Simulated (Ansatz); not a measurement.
`[CH3][Ge][Cl]` + H₂ → `[CH3][GeH]` + HCl at 298.15 K and 1 bar (hydrogenolysis of a Ge–Cl bond).

Gas-phase electronic energies from Ansatz, PBE0-D4/def2-TZVP geometries. CCSD(T)/CBS adds triple-zeta CCSD(T) − MP2 to the extrapolated MP2 energy (def2 sets, frozen cores). This one scheme is used for every species. For Ge outer-core shells are correlated without core-valence functions, which leaves a few kJ/mol of doubt a bond. Scalar relativity is left out up to krypton.

| species | CCSD(T)/CBS energy (Eh) | H − E (kJ/mol) | S (J/(mol·K)) |
| --- | --- | --- | --- |
| `[CH3][Ge][Cl]` | -2575.77362 | 110.8 | 310.3 |
| H₂ | -1.17544 | 35.1 | 130.4 |
| `[CH3][GeH]` | -2116.52215 | 121.0 | 272.7 |
| HCl | -460.38127 | 26.6 | 186.8 |

H − E and S are ideal-gas, rigid-rotor, harmonic terms from PBE0-D4/def2-TZVP. The MP2-based limit puts H₂ 0.8 mEh under its directly extrapolated value; such offsets cancel only in part. 1 Eh = 2625.50 kJ/mol, R = 8.31446 J/(mol·K).

Q: By hand: ΔE, ΔH, ΔS and ΔG.

A: ΔE = (-2116.52215) + (-460.38127) − (-2575.77362) − (-1.17544) = 0.04564 Eh = 119.8 kJ/mol. Δ(H − E) = 121.0 + 26.6 − 110.8 − 35.1 = 1.7, so ΔH = 121.5 kJ/mol. ΔS = 272.7 + 186.8 − 310.3 − 130.4 = 18.8 J/(mol·K). ΔG = 121.5 − 298.15 × (18.8)/1000 = 115.9 kJ/mol.

Q: By hand: the equilibrium constant, and the temperature at which ΔG would vanish if ΔH and ΔS stayed fixed.

A: log₁₀ K = −ΔG/(RT ln 10) = -20.3. ΔG = 0 at ΔH/ΔS = 6463 K, far beyond where these terms or the molecules hold.

ΔH outweighs TΔS. A doubt of 5 kJ/mol in ΔE shifts log₁₀ K by 0.9 here. These are equilibria of isolated gas molecules and say nothing of rates. Largest T1 diagnostic: 0.012 (customary marks: 0.02 for closed shells, 0.045 for open ones).
